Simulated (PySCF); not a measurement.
# A small calculation by hand: oscillator strength and radiative lifetime

Al(H)2(OMe) (CH5AlO), SMILES C[O][AlH2].

The structure is a stationary point at B3LYP-D3(BJ)/def2-TZVP.

PySCF with TDDFT-CAM-B3LYP/def2-SVPD puts the first singlet state with f over 0.02 at 6.70 eV (vertical), with the transition dipole (0.026, 0.669, 0.000) in atomic units.

### Question
Find the oscillator strength, the wavelength and the radiative lifetime that this transition would have in vacuum if emission retraced absorption.

### Answer

|μ|² = 0.4482 au, so |μ| = 1.70 D. ΔE = 6.70/27.211 = 0.2462 hartree. f = (2/3) ΔE |μ|² = 0.074 (the program prints 0.074).
λ = 1239.84/6.70 = 185 nm; ν = 54039 cm⁻¹.
Einstein's coefficient A = 0.6670 ν² f s⁻¹ (ν in cm⁻¹) = 1.4e8 s⁻¹, so τ = 1/A = 7.0 ns. This state is S3; the lower singlets have f = 0.001, 0.004. The figure is the radiative limit of this one transition; relaxation, internal conversion, crossing to triplets and a medium change what is measured.
